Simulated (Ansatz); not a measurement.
Reaction (redistribution): `[OH][GeH2][NH][SiH](O)Cl` + `O[Si@H](F)[Si@H](O)F` → `[OH][GeH2][SiH](O)F` + `O[Si@H](F)N[Si@H](O)Cl`

Computed with Ansatz on PBE0-D4/def2-TZVP structures; ΔE is electronic, products minus reactants. CCSD(T)/CBS is the MP2 limit (def2-TZVPP, def2-QZVPP) plus CCSD(T) − MP2 in def2-TZVPP, frozen cores. DFT in def2-TZVPP. For Ge outer-core shells are correlated without core-valence functions, which leaves a few kJ/mol of doubt a bond. Scalar relativity is left out up to krypton. One conformer a species, not always the lowest.

```csv
species,r2SCAN energy (Eh)
`[OH][GeH2][NH][SiH](O)Cl`,-3035.64231
`O[Si@H](F)[Si@H](O)F`,-931.73459
`[OH][GeH2][SiH](O)F`,-2619.91044
`O[Si@H](F)N[Si@H](O)Cl`,-1347.49744
```

Q: Work out ΔE.

A: ΔE = (-2619.91044) + (-1347.49744) − (-3035.64231) − (-931.73459) = -0.03098 Eh = -19.4 kcal/mol. CCSD(T)/CBS gives -18.9 kcal/mol.

Largest T1 diagnostic among the species: 0.013.

From PBE to PBE0 (25 % exact exchange), in def2-TZVPP and without D4, ΔE moves by −1.1 kcal/mol. In def2-TZVPP, CCSD(T) changes the Hartree–Fock value by +1.1 kcal/mol (the triples alone add +0.4 kcal/mol) and MP2 by +0.9 kcal/mol.
